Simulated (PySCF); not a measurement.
FH₈NSi₃, SMILES N[SiH2][SiH2][SiH2]F. Atoms are numbered in the order given.

```xyz
13

Si    -1.3090    -0.8220    -0.1597
F     -2.9492    -0.6366    -0.1576
Si    -0.2301     1.2569     0.0873
Si     1.9696     0.4962     0.4225
N      1.9713    -1.0254    -0.4715
H     -0.9415    -1.4623    -1.4699
H     -0.9601    -1.7345     0.9818
H     -0.7658     2.0348     1.2602
H     -0.3822     2.0933    -1.1578
H      3.0482     1.4994     0.0710
H      2.1568     0.1269     1.8699
H      1.8614    -0.9744    -1.4892
H      2.6999    -1.7109    -0.2475
```
Charge 0, spin multiplicity 1.

The structure is a stationary point at PBE-D3(BJ)/def2-SVP. This is a generated structure with no PubChem entry under its InChIKey; it may be hypothetical. Other conformers were not sampled.

Computed with SMD-M06-2X/def2-SVP (PySCF).

Solvation free energies are E(SMD) − E(gas) at the gas-phase geometry, for 1 M in both phases. In vacuum the dipole moment is 3.18 D.

Problem. Estimate the solvation free energies in water, dichloromethane, acetone. (The exact figures need the calculation; the answer reports its results.)

Solution. 
```csv
solvent,ΔG(solv) (kcal/mol),its non-electrostatic (CDS) part,dipole (D)
water,0.3,5.4,3.94
dichloromethane,-3.8,0.5,3.82
acetone,-4.1,0.8,3.90
```
